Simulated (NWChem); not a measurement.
Species: MgF cation; SMILES [Mg+][F]

```xyz
2

Mg     0.0000     0.0000    -0.7447
F      0.0000     0.0000     0.9933
```
Atoms are numbered in this order, from 1.

Coordinates come from a PBE-D3(BJ)/def2-SVP optimisation.

Problem. List the 4 lowest vertical singlet excitations from B3LYP/def2-SVPD, full TDDFT (NWChem).

Solution. 
| state | energy (eV) | oscillator strength | leading excitation (squared amplitude) |
|---|---|---|---|
| S1 | 3.57 | 0.007 | HOMO−1 → LUMO (0.97) |
| S2 | 3.57 | 0.007 | HOMO → LUMO (0.97) |
| S3 | 5.01 | 0.088 | HOMO−2 → LUMO (0.96) |
| S4 | 7.72 | 0.000 | HOMO−1 → LUMO+1 (0.50) |
